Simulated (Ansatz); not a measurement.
Isolated molecules relaxed with PBE0-D4/def2-TZVP in Ansatz; ΔE leaves out vibrations. CCSD(T)/CBS is the MP2 limit (def2-TZVPP, def2-QZVPP) plus CCSD(T) − MP2 in def2-TZVPP, frozen cores. This one scheme is used for every species. Functionals use def2-TZVPP. B3LYP here is the variant with VWN-RPA as its local correlation; programs differ in this. One conformer a species, not always the lowest.

Reaction (hydrogenolysis of the Al–O bond): `[BH2][AlH][O]C` + H₂ → `[BH2][AlH2]` + CH₃OH

`[BH2][AlH][O]C`:

Z-matrix (Å, degrees):
```
C
O 1 1.395
H 1 1.099 2 112.9
H 1 1.095 2 110.2 3 120.6
H 1 1.095 2 110.3 3 -120.6
Al 2 1.693 1 134.4 3 0.3
B 6 2.129 2 120.5 1 0.1
H 6 1.586 2 114.6 1 -179.9
H 7 1.200 6 122.9 2 91.0
H 7 1.200 6 122.9 2 -90.4
```

H₂:

Cartesian coordinates in Å:
```
H -0.316 -0.153 0.128
H 0.316 0.153 -0.128
```

`[BH2][AlH2]`:

```xyz
6

B     0.321    1.062   -0.095
Al   -0.288   -0.955    0.086
H     0.254    1.847    0.811
H     0.763    1.521   -1.113
H     0.737   -2.083    0.551
H    -1.786   -1.392   -0.239
```

CH₃OH:

Cartesian coordinates in Å:
```
C -0.324 0.132 0.067
O 1.041 -0.134 0.296
H -0.682 0.717 0.915
H -0.924 -0.784 0.007
H -0.488 0.720 -0.845
H 1.378 -0.650 -0.438
```

Q: Is it downhill or uphill in electronic energy at CCSD(T)/CBS, and by how much? (An estimate is asked.)

A: Computed: Uphill: ΔE = +28.3 kcal/mol.

Q: What do these levels give: PBE-D4, B97M-V, r2SCANh-D4, PBE-QIDH, r2SCAN, PBE0, B3LYP, CAM-B3LYP, LC-ωPBE, HF/def2-TZVPP, MP2/def2-TZVPP, HF/CBS(def2)? (An estimate is asked.)

A: Ansatz gave: PBE-D4 26.9, B97M-V 25.5, r2SCANh-D4 28.6, PBE-QIDH 27.1, r2SCAN 28.7, PBE0 25.2, B3LYP 27.0, CAM-B3LYP 27.5, LC-ωPBE 26.2, HF/def2-TZVPP 24.5, MP2/def2-TZVPP 30.2, HF/CBS(def2) 24.7 kcal/mol.

Q: What do rigid-rotor, harmonic-oscillator terms from PBE0-D4/def2-TZVP frequencies (298.15 K, 1 bar) make of the CCSD(T)/CBS value? (Best estimate.)

A: Computed: ΔZPE = +3.2 kcal/mol, ΔH = +30.3 kcal/mol, ΔS = 23 J/(mol·K), ΔG = +28.7 kcal/mol.

Largest T1 diagnostic among the species: 0.012.

From r2SCAN to r2SCAN0 (25 % exact exchange), in def2-TZVPP and without D4, ΔE moves by −1.0 kcal/mol. Leaving LDA and LC-ωPBE aside and taking each functional with its dispersion term where it has one, the values, not all of them listed here, spread over 4.0 kcal/mol, from B97M-V to BLYP-D4. LDA lies +1.1 kcal/mol from PBE without D4.
